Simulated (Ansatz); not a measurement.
`C=[CH][SnH2][F]` and `C=[CH][SnH]([CH3])[F]` differ in one atom or group.

Ansatz, PBE0-D4/def2-TZVP geometries, multiplicity 1. Each molecule was computed in one conformer, which needn't be the lowest.

Elements past krypton have def2 core potentials.

```csv
property,`C=[CH][SnH2][F]`
size of the dipole moment (PBE/def2-TZVPP) / D,2.96
HOMO energy (B3LYP/def2-TZVPP) / eV,-8.24
zero-point energy (PBE0-D4/def2-TZVP) / kJ/mol,150.7
HOMO energy (ωB97M-V/def2-TZVPP) / eV,-10.74
HOMO energy (PBE/def2-TZVPP) / eV,-7.30
HOMO–LUMO gap (PBE/def2-TZVPP) / eV,5.31
```

**Question.** What does the change do to each property? (Best estimate.)

**Answer.** Ansatz gave: 
| property | `C=[CH][SnH]([CH3])[F]` | shift |
| --- | --- | --- |
| size of the dipole moment (PBE/def2-TZVPP) / D | 3.09 | 0.13 |
| HOMO energy (B3LYP/def2-TZVPP) / eV | -8.05 | 0.19 |
| zero-point energy (PBE0-D4/def2-TZVP) / kJ/mol | 227.4 | 76.7 |
| HOMO energy (ωB97M-V/def2-TZVPP) / eV | -10.48 | 0.26 |
| HOMO energy (PBE/def2-TZVPP) / eV | -7.00 | 0.30 |
| HOMO–LUMO gap (PBE/def2-TZVPP) / eV | 5.22 | -0.09 |

The zero-point energy changes by 76.7 kJ/mol with +9 modes. Dipoles are sizes alone; their direction can turn.

B3LYP here is the variant with VWN-RPA as its local correlation; programs differ in this.
